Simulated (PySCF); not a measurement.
Computed vibrations of NdH3(NH3)

NdH3(NH3) (singlet in the valence; each metal's 4f electrons, 3 of them, lie in its core potential, out of spins and levels). PySCF 2.14.0, RKS PBE0, Nd lcecp-1-SVP with ECP49, H def2-SVP, N def2-SVP; non-relativistic Hamiltonian with scalar-relativistic core potentials where named; density fitting; no spin-orbit coupling. Central differences of gradients.

```xyz
8

Nd    0.1580   -0.1580    0.1580
H     1.1801    1.3472    1.1801
H    -1.3472   -1.1801    1.1801
H     1.1801   -1.1801   -1.3472
N    -1.3366    1.3366   -1.3366
H    -1.9478    1.9478   -0.7906
H    -0.7906    1.9478   -1.9478
H    -1.9478    0.7906   -1.9478
```

Run from Python with OMP_NUM_THREADS=2. Where DIIS fails, smearing, a level shift and second-order steps follow.
It took 38 s on 2 threads of Arm Neoverse V1 (shared host).

Q: What are the harmonic wavenumbers and infrared intensities?

A: Modes are labelled in C3v; negative numbers are unstable modes, those under 60 cm⁻¹ near the noise; a finer grid moves soft modes by up to 10 cm⁻¹.
| cm⁻¹ | km/mol | symmetry |
| --- | --- | --- |
| -11 | – | a2 |
| 61 | 10.7 | e |
| 61 | 10.7 | e |
| 147 | 636.9 | a1 |
| 302 | 175.7 | a1 |
| 501 | 19.3 | e |
| 501 | 19.3 | e |
| 566 | 118.5 | e |
| 566 | 118.5 | e |
| 1198 | 166.2 | a1 |
| 1343 | 1081.9 | e |
| 1343 | 1081.9 | e |
| 1400 | 55.4 | a1 |
| 1628 | 27.4 | e |
| 1628 | 27.4 | e |
| 3486 | 27.2 | a1 |
| 3609 | 47.0 | e |
| 3609 | 47.0 | e |

Q: Is this a minimum?

A: Yes, within the noise of the softest modes. 

An lcecp potential fixes the number of 4f electrons, so in runs with it no electron can move into or out of that shell.
